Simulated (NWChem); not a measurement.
WN₃H₅O; SMILES [OH][W](=[NH])(=[NH])[NH2]

```xyz
10

W      0.0641     0.0251     0.0004
N     -0.9081     0.1683    -1.4525
H     -1.7443     0.2767    -2.0156
N     -0.9046     0.1715     1.4553
H     -1.7387     0.2803     2.0214
O      0.9864    -1.6465     0.0009
H      0.6208    -2.5349    -0.0040
N      1.3202     1.5204    -0.0024
H      1.5813     2.0366     0.8321
H      1.5803     2.0342    -0.8386
```
Atoms are numbered in this order, from 1.

All runs: NWChem. All runs use the structure optimised with PBE0/def2-SVP. No frequency run checked for a minimum. def2 effective core potentials on W; no spin-orbit coupling. B3LYP is NWChem's, with the RPA form of VWN correlation. Static field.

```json
[
 {"level": "PBE/def2-SVPD", "isotropic polarisability (bohr³)": "74.0", "anisotropy (bohr³)": "8.1"},
 {"level": "B3LYP/def2-SVPD", "isotropic polarisability (bohr³)": "71.8", "anisotropy (bohr³)": "9.1"},
 {"level": "Hartree-Fock/def2-SVPD", "isotropic polarisability (bohr³)": "65.5", "anisotropy (bohr³)": "11.7"}
]
```
